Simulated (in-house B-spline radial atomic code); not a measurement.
Ionising Se IX (Se8+) with different functionals

Computed with a B-spline radial code for spherical atoms: non-relativistic Hamiltonian, point nucleus, spin-polarised at highest spin, spherical fractional occupations for the functionals, and exact exchange of hybrids averaged over the configuration. The ionisation energy is the difference of two self-consistent energies, [Ar] 3d8 → [Ar] 3d7, without Breit or QED terms; ε is the level of the shell that loses the electron (its least bound occupied spin orbital). There is no spin-orbit coupling in this Hamiltonian.

```
   method                    rung  ΔSCF (eV)  -ε(3d) (eV)
     PBE0           global hybrid          ?            ?
    B3LYP           global hybrid     222.11       209.00
    TPSSh           global hybrid     221.85       206.74
   M06-2X           global hybrid     221.87       215.70
BHandHLYP           global hybrid     221.69       214.74
  r2SCAN0           global hybrid     221.96       210.08
    B97-1           global hybrid     222.03       209.13
    HSE06  range-separated hybrid          ?            ?
    wB97X  range-separated hybrid     221.67       211.49
CAM-B3LYP  range-separated hybrid     222.03       210.99
  LC-wPBE  range-separated hybrid     222.04       210.74
```

Problem. What does PBE0 give?

Solution. ΔSCF 221.97 eV, and -ε(3d) = 209.90 eV.

Problem. What does HSE06 give?

Solution. ΔSCF 221.87 eV, and -ε(3d) = 209.38 eV.

Problem. Among the functionals, which spreads more, the ΔSCF values or the orbital energies?

Solution. The orbital energies: ΔSCF values span about 0.44 eV and the orbital energies 8.97 eV; here energy differences depend much less on the functional than eigenvalues do.

Problem. How do they compare with the NIST value?

Solution. NIST lists 219 eV ± 2.2 (tabulated theory, ground level to ground level). Errors run from +2.67 to +3.11 eV; all lie within about twice that uncertainty, so the table can't rank the methods.
